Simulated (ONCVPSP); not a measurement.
K (Z = 19): one change to an ONCV potential, before and after

- Element: K
- Generator: ONCVPSP 4.0.1
- Type: optimised norm-conserving Vanderbilt (ONCV)
- Functional: BLYP
- Relativity: scalar-relativistic
- Frozen core: [Ne]
- Valence charge: 9
- Reference configuration: 3s2 3p6 4s1
- Partial waves: 3s+4s: rc 2.50 bohr, ncon 4, nbas 8, qcut 5.7 1/bohr, 3 projectors, debl 1.4 Ha; 3p: rc 2.05 bohr, ncon 3, nbas 7, qcut 7.4 1/bohr, 2 projectors, debl 3.3 Ha; d scattering state at 0.08 Ha: rc 2.55 bohr, ncon 4, nbas 8, qcut 3.9 1/bohr, 2 projectors, debl 2.9 Ha
- Local potential: polynomial inside 1.45 bohr (lpopt 5, dvloc0 6 Ha)
- Core correction: none

Change: s: qcut 6.5; p: qcut 8.4; d: qcut 4.5.

Cutoffs: the cutoffs (Ha) at which the residual kinetic energy of the hardest occupied pseudo-wave falls to 1 and 0.1 mHa per electron; they do not see the model core or the augmentation charge, which bear on the density cutoff. Errors are all-electron minus pseudo energies relative to the spin-unpolarised reference configuration.

What does the change do?

The potential gets neither clearly harder nor softer (13 Ha and 16 Ha → 12 Ha and 15 Ha); the p channel sets the loose cutoff, while the largest relative change is in s, which becomes harder; the errors of the 4 common tests hardly move; neither file shows a bound ghost.

| quantity | base | changed |
| --- | --- | --- |
| cutoff, loose | 13 Ha | 12 Ha |
| cutoff, tight | 16 Ha | 15 Ha |
| loose cutoff by channel | s 4.7 Ha, p 13 Ha | s 5.5 Ha, p 12 Ha |
| bound ghosts | none | none |
| GHOST(+) flags under 300 eV | none | none |
| error for 3s2 3p6 4s0, meV [ΔE 4.36 eV] | -0.1 | -0.1 |
| error for 3s2 3p6 4s0.5, meV [ΔE 1.64 eV] | 0.0 | 0.0 |
| error for 3s2 3p6 4s0 4p1, meV [ΔE 1.65 eV] | +0.2 | +0.2 |
| error for 3s2 3p5 4s1, meV [ΔE 24.71 eV] | +15 | +15 |
| s: phases at 2.53 bohr within 0.05 rad from the reference energy up to (Ha; the scan ends near 5) | 4.2 | to the end of the scan |
| p: phases at 2.08 bohr within 0.05 rad from the reference energy up to (Ha; the scan ends near 5) | to the end of the scan | to the end of the scan |
| d: phases at 2.59 bohr within 0.05 rad from the reference energy up to (Ha; the scan ends near 5) | 0.8 | 0.8 |

Base: The cutoffs count occupied waves only; projector 2 of the d channel, the hardest unoccupied one, needs 47 Ha at the loose tolerance. Changed file: The cutoffs count occupied waves only; projector 2 of the d channel, the hardest unoccupied one, needs 46 Ha at the loose tolerance.
